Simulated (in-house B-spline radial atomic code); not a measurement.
Configurations of the manganese ion Mn⁴⁺, with energies counted from [Ar] 3d3. Computed with a B-spline radial code for spherical atoms: scalar-relativistic (X2C) PBE0, spin-polarised, spherical fractional occupations, exact exchange averaged over the configuration, Fermi nucleus of rms radius 3.7057 fm. Shells without spins written out take the highest spin.

Occupations are held fixed; configurations that lie above the ionisation limit could autoionise.

| configuration | E - E(ref) (eV) | highest orbital | its <r> (bohr) |
| --- | --- | --- | --- |
| [Ne] 3s2 3p5 3d4 | 44.705 | 3d up | 0.95 |
| [Ne] 3s2 3p5 3d3 4s1 | 67.805 | 4s up | 2.07 |
| [Ne] 3s2 3p5 3d3 4p1 | 76.112 | 4p up | 2.283 |

Question: Order these further configurations by energy, lowest first.
A. [Ne] 3s2 3p5 3d3 4f1
B. [Ar] 3d2 4s1
C. [Ar] 3d2 4p1
D. [Ar] 3d2 4f1

Answer: B (21.928 eV), C (30.167 eV), D (50.591 eV), A (96.752 eV).
